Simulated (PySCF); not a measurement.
PPSbSb tetrahedron, Sb2P2.
Geometry (PBE0-D3(BJ)/def2-SVP, Å), atoms numbered from 1 in this order:
```
atom  x, y, z in Å
P1    -0.3923   -0.5610    1.2567
P2    -0.1170    1.3894    0.2083
Sb3    1.6150   -0.4003   -0.2916
Sb4   -1.0224   -0.5185   -1.2038
```

Method used: PBE0-D3(BJ)/def2-SVP geometry optimisation, gas phase, def2 core potentials past Kr in PySCF 2.14.0.

Take the most abundant isotopes and a rigid rotor. The values belong to one conformer.

Give the principal moments of inertia and the rotational constants in MHz.

Ia = 237.77, Ib = 548.76, Ic = 632.30 u·Å²; 505379 MHz·u·Å²/I gives A = 2126, B = 921.0, C = 799.3 MHz.

Classify the top.

An asymmetric top: κ = (2 × 921.0 − 2126 − 799.3)/(2126 − 799.3) = -0.82.

Is it planar, by Δ = Ic − Ia − Ib?

Not planar: Δ = Ic − Ia − Ib = -154.22 u·Å². For a rigid frame Δ = −2 Σ m c², so Σ m c² = 77.11 u·Å² lies off the ab plane. The atom farthest from that plane is 1.12 Å away.

Give the other two planar moments, Paa and Pbb, and the rms extents of the mass along the axes.

Paa = Σ m a² = (Ib + Ic − Ia)/2 = 471.65 and Pbb = Σ m b² = (Ia + Ic − Ib)/2 = 160.66 u·Å². With the mass M = 303.76 u, the rms extents √(P/M) along a, b and c are 1.25, 0.73, 0.50 Å.

Predict some low-J microwave lines.

The dipole components are |μa| = 0.00 D, |μb| = 1.67 D, |μc| = 0.00 D; the symmetry axis of this C2v structure is b, so μa and μc vanish by symmetry and there are no a-type or c-type lines. Some lines, for components of 0.1 D or more:

| type | branch | J(Ka,Kc) | MHz | lower level (cm⁻¹) |
| --- | --- | --- | --- | --- |
| b | Q | 2(1,1) ← 2(0,2) | 1457 | 0.172 |
| b | Q | 3(1,2) ← 3(0,3) | 1668 | 0.343 |
| b | R | 2(0,2) ← 1(1,1) | 2227 | 0.098 |
| b | R | 1(1,1) ← 0(0,0) | 2925 | 0.000 |
| b | Q | 3(2,1) ← 3(1,2) | 3480 | 0.398 |
| b | Q | 2(2,0) ← 2(1,1) | 3622 | 0.220 |
| b | Q | 2(2,1) ← 2(1,2) | 3979 | 0.208 |
| b | R | 3(0,3) ← 2(1,2) | 4034 | 0.208 |
| b | Q | 3(2,2) ← 3(1,3) | 4167 | 0.374 |
| b | R | 3(1,3) ← 2(0,2) | 6064 | 0.172 |
| b | Q | 3(3,0) ← 3(2,1) | 6289 | 0.515 |
| b | R | 2(2,1) ← 1(1,0) | 7176 | 0.102 |
| b | R | 3(2,1) ← 2(1,2) | 9183 | 0.208 |
| b | R | 3(3,0) ← 2(2,1) | 11493 | 0.341 |

Estimate the classical rotational partition function at 10 K, 200 K and 298.15 K.

Point group C2v, symmetry number σ = 2; q = (√π/σ)·√((kT/h)³/(ABC)), k/h = 20836.6 MHz/K: 2130 at 10 K, 191000 at 200 K, 347000 at 298.15 K.

Whether it is a minimum is left open (no frequencies). No vibrational averaging or centrifugal distortion is included, and the geometry carries the error of its method.
